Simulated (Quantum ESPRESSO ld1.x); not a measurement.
Values are calculated unless marked as measured or tabulated.
Problem. Species: Ar IV. Configuration: [Ne] 3s2 3p3 (the NIST ground configuration). Level of theory: scalar-relativistic Kohn-Sham, LDA (Slater exchange, Perdew-Wang correlation), spin-polarised, spherical densities, point nucleus; open shells are filled with parallel spins first (ld1.x of Quantum ESPRESSO 7.5). Some entries of the table are withheld. Estimate them.

| orbital | occ. | eigenvalue (Ry) | <r> (bohr) | <1/r> (bohr^-1) |
|---|---|---|---|---|
| 1s up | 1 | -232.267 | 0.08595 | 17.65 |
| 1s down | 1 | -232.204 | 0.08593 | 17.65 |
| 2s up | 1 | -25.2914 | 0.4151 | 3.546 |
| 2s down | 1 | -25.2243 | 0.4145 | 3.549 |
| 2p up | 3 | -20.4569 | 0.3765 | 3.456 |
| 2p down | 3 | -20.3741 | 0.3760 | 3.458 |
| 3s up | 1 | -4.92973 | 1.287 | 1.084 |
| 3s down | 1 | -4.62256 | 1.299 | 1.075 |
| 3p up | 3 | -3.78659 | 1.385 | 0.9825 |
| 3p down | 0 | -3.49429 | 1.411 | 0.9668 |
| 3d up | 0 | -2.14706 | 1.633 | 0.7573 |
| 3d down | 0 | -1.90304 | 1.728 | 0.7264 |
| 4s up | 0 | -1.60900 | 3.046 | (1) |
| 4s down | 0 | -1.53474 | 3.154 | (2) |
| 4p up | 0 | -1.29417 | 3.416 | 0.4016 |
| 4p down | 0 | -1.23642 | 3.550 | 0.3860 |
| 4f up | 0 | (3) | (4) | 0.2478 |
| 4f down | 0 | (5) | (6) | 0.2308 |

Solution. 
(1) 4s up <1/r> (bohr^-1): 0.4502
(2) 4s down <1/r> (bohr^-1): 0.4328
(3) 4f up eigenvalue (Ry): -0.65115
(4) 4f up <r> (bohr): 4.697
(5) 4f down eigenvalue (Ry): -0.62873
(6) 4f down <r> (bohr): 4.996
